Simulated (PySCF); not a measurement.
Job file and geometry (Å, from GFN2-xTB) of an NMR shielding run on `CN[SiH2]c1cccs1`, C$_{5}$H$_{9}$NSSi, PySCF 2.14.0, density-fitted response routines, GIAO PBE0/pcSseg-1 NMR shielding, non-relativistic, gas phase; density fitting, a coarse starting grid and PySCF grid level 2 are the driver's defaults:

```
$ OMP_NUM_THREADS=1 python probes_run.py task.json out

{"job": {"kind": "nmr", "xc": "PBE0", "basis": "pcSseg-1"}, "charge": 0, "multiplicity": 1}
C     -3.190845    -0.141479     0.214162
N     -1.757032    -0.110560     0.360405
Si    -0.715148     0.453341    -0.881315
C      1.001417     0.216610    -0.178366
C      1.445109    -0.622039     0.800017
C      2.833837    -0.539174     1.038416
C      3.441141     0.365021     0.228657
S      2.322618     1.123269    -0.833991
H     -3.431025    -0.424516    -0.807607
H     -3.623412    -0.878911     0.892769
H     -3.655793     0.829949     0.415937
H     -1.486242     0.051872     1.319252
H     -0.944927    -0.403977    -2.049995
H     -0.864745     1.863403    -1.281716
H      0.788194    -1.284763     1.335053
H      3.353203    -1.125253     1.776251
H      4.476653     0.639238     0.188391
```

Q: Write the output of this run.

A: 
```
coarse grid: 15320 points
cycle   1  E = -937.6690756606  dE =  1.206e+00  |g| = 4.721e-01  |ddm| = 3.984e+00
cycle   2  E = -937.6173568962  dE =  5.172e-02  |g| = 6.550e-01  |ddm| = 1.193e+00
cycle   3  E = -937.7214876531  dE = -1.041e-01  |g| = 8.990e-02  |ddm| = 8.185e-01
cycle   4  E = -937.7234074722  dE = -1.920e-03  |g| = 4.179e-02  |ddm| = 1.532e-01
cycle   5  E = -937.7238447302  dE = -4.373e-04  |g| = 1.162e-02  |ddm| = 4.885e-02
cycle   6  E = -937.7238741178  dE = -2.939e-05  |g| = 3.756e-03  |ddm| = 1.323e-02
cycle   7  E = -937.7238771412  dE = -3.023e-06  |g| = 1.152e-03  |ddm| = 4.040e-03
final grid: 139056 points
cycle   8  E = -937.7711958506  dE = -2.149e-05  |g| = 1.022e-02  |ddm| = 2.842e-02
cycle   9  E = -937.7711624020  dE =  3.345e-05  |g| = 1.507e-02  |ddm| = 2.530e-02
cycle  10  E = -937.7712211991  dE = -5.880e-05  |g| = 1.789e-03  |ddm| = 1.756e-02
cycle  11  E = -937.7712220776  dE = -8.784e-07  |g| = 3.945e-04  |ddm| = 2.220e-03
cycle  12  E = -937.7712221140  dE = -3.647e-08  |g| = 1.216e-04  |ddm| = 4.717e-04
cycle  13  E = -937.7712221173  dE = -3.250e-09  |g| = 4.185e-05  |ddm| = 1.335e-04
cycle  14  E = -937.7712221176  dE = -3.488e-10  |g| = 2.031e-05  |ddm| = 4.948e-05
converged SCF energy = -937.7712221176

GIAO shielding tensors (ppm)
atom      isotropic    diamagn.    paramagn.     s11        s22        s33       span
  0 C      154.721     239.285     -84.564    130.113    146.563    187.486     57.373
  1 N      255.255     325.864     -70.609    214.811    251.820    299.134     84.323
  2 Si     392.983     882.263    -489.280    348.878    374.657    455.415    106.536
  3 C       46.319     262.323    -216.004    -28.151     16.876    150.233    178.384
  4 C       48.421     250.450    -202.029    -41.366     35.897    150.731    192.097
  5 C       55.330     254.838    -199.508    -27.919     41.876    152.032    179.951
  6 C       45.243     264.607    -219.364    -46.820     38.144    144.405    191.225
  7 S      243.230    1057.567    -814.336     78.435    259.934    391.322    312.887
  8 H       28.997      27.387       1.610     24.997     26.926     35.068     10.071
  9 H       28.611      26.622       1.989     23.040     26.755     36.038     12.998
 10 H       28.668      26.234       2.434     23.202     26.620     36.182     12.980
 11 H       31.661      36.259      -4.598     21.309     32.671     41.002     19.693
 12 H       26.391      30.512      -4.121     23.115     25.150     30.907      7.792
 13 H       26.289      30.185      -3.896     21.835     25.714     31.319      9.484
 14 H       24.162      33.765      -9.603     20.020     24.287     28.179      8.159
 15 H       24.368      30.482      -6.114     21.187     24.868     27.048      5.860
 16 H       24.150      30.494      -6.343     21.420     23.774     27.258      5.838
```

Q: Turn these shieldings into chemical shifts. Scale: TMS for 13C (σ = 186.93 ppm) and 29Si (σ = 349.16 ppm) and 1H (σ = 31.72 ppm); 15N (σ = 267.73 ppm) against NH3; 33S (σ = 503.73 ppm) vs CS2 (reference shieldings calculated alike).

A: Averaging equivalent atoms: C 6: 141.7; C 3: 140.6; C 4: 138.5; C 5: 131.6; C 0: 32.2; N 1: 12.5; Si 2: -43.8; S 7: 261; H 16: 7.57; H 14: 7.55; H 15: 7.35; H 12/13: 5.38; H 8/9/10: 2.96; H 11: 0.06 ppm. Experimental scales use liquid or dissolved standards, which lie at an offset from isolated NH3 (liquid NH3: subtract about 20 ppm).

Size and cost of the density-fitted run: 195 basis functions, 40 s wall time on 1 thread of an Arm Neoverse V1, shared host; peak memory 0.85 GiB.
